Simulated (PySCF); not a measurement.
CH₈FNSi₂, SMILES N[C@H]([SiH3])[SiH2]F. The structure is a stationary point at PBE-D3(BJ)/def2-SVP. The structure was generated by enumeration; whether it is a known compound was not checked. Other conformers were not sampled.

Computed equilibrium geometry at PBE-D3(BJ)/def2-SVP (PySCF confirms it by a frequency run) as bond lengths and angles (one conformer of several):
Atoms: N1 C2 Si3 Si4 F5 H6 H7 H8 H9 H10 H11 H12 H13. Bonds (Å): N1–C2 1.471, N1–H6 1.028, N1–H7 1.028, C2–Si3 1.903, C2–Si4 1.891, C2–H8 1.121, Si3–H9 1.502, Si3–H10 1.503, Si3–H11 1.509, Si4–F5 1.646, Si4–H12 1.499, Si4–H13 1.505. Bond angles (°): C2–N1–H6 112.6, C2–N1–H7 111.2, H6–N1–H7 106.7, N1–C2–Si3 111.1, N1–C2–Si4 101.4, N1–C2–H8 116.3, Si3–C2–Si4 110.7, Si3–C2–H8 106.1, Si4–C2–H8 111.3, C2–Si3–H9 109.5, C2–Si3–H10 111.0, C2–Si3–H11 108.6, H9–Si3–H10 109.9, H9–Si3–H11 109.4, H10–Si3–H11 108.4, C2–Si4–F5 111.2, C2–Si4–H12 110.4, C2–Si4–H13 108.6, F5–Si4–H12 108.1, F5–Si4–H13 107.5, H12–Si4–H13 111.0.
